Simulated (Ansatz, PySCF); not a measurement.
Sn (SMILES [Sn+]), charge +1, doublet (core potentials on Sn). Base run: PySCF with B3LYP5/def2-TZVP.

PySCF was given this input:
```python
from pyscf import gto, scf, dft

mol = gto.Mole()
mol.atom = '''
    Sn    0.000000    0.000000    0.000000
'''
mol.basis = 'def2-tzvp'
mol.ecp = {'Sn': 'def2-tzvp'}
mol.charge = 1
mol.spin = 1
mol.verbose = 4
mol.build()

mf = dft.UKS(mol)
mf.xc = 'b3lyp5'
mf.kernel()
```

The same geometry, method and basis name were run in Ansatz (a quantum-chemistry and plane-wave program) and PySCF, at each program's defaults and at the settings that a row names. The base is PySCF at its defaults. Differences at the defaults can come from grids, fitting, cores and function types together.

```csv
code and settings,ΔE vs base (mEh),basis functions,E (Eh),SCF cycles
"PySCF, defaults (exact integrals, its default grid, spherical functions)",0.000,50,-213.98133,7
"Ansatz, defaults (factorised integrals, its default grid, spherical functions)",0.021,50,-213.98131,-
"PySCF, density fitting with def2-universal-jkfit",-0.001,50,-213.98133,7
"PySCF, fine grid",0.000,50,-213.98133,7
"Ansatz, high accuracy",0.000,50,-213.98133,-
```

Open shells are given as the SCF converged; they aren't shown to be the lowest states, and a large step between rows can be another state.
